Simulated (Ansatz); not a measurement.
The cluster Te₂Pt, relaxed as a singlet with RKS PBE0-D4/def2-TZVP in Ansatz, starting from the GFN2-xTB geometry. Force threshold 0.02 eV/Å.

In the def2 sets Pt, Te take a core potential; there is no spin–orbit coupling. The restricted singlet is unstable: a solution with broken spin symmetry lies lower. At PBE0-D4/def2-TZVP a triplet of charge 0 lies 0.31 eV below the restricted singlet, each at its own geometry. The structure comes from a short search, and lower isomers may exist.

Start:

```xyz
3

Pt   -1.0524    0.3059    0.9025
Te    0.8445    1.1758   -0.5274
Te    0.2078   -1.4816   -0.3751
```

| step | energy (eV) | largest force component (eV/Å) | SCF passes |
| --- | --- | --- | --- |
| 1 | -17836.0756 | 0.339 | 21 |
| 2 (rejected) | -17835.9070 | 1.745 | 29 |
| 3 | -17836.0905 | 0.108 | 30 |
| 4 | -17836.0915 | 0.012 | 32 |

Force components are those of the run's own axes.

End:

| atom | x (Å) | y (Å) | z (Å) |
| --- | --- | --- | --- |
| Pt1 | -1.070 | 0.310 | 0.918 |
| Te2 | 0.848 | 1.150 | -0.534 |
| Te3 | 0.222 | -1.460 | -0.384 |

By distances, no bond broke or formed. The bond that changes most is Te2–Te3, from 2.74 to 2.69 Å (atoms count from 1).

No frequencies were taken in this run, so the end may be a saddle point.

It took 16 s on 2 threads of Arm Neoverse V2 on a shared host.
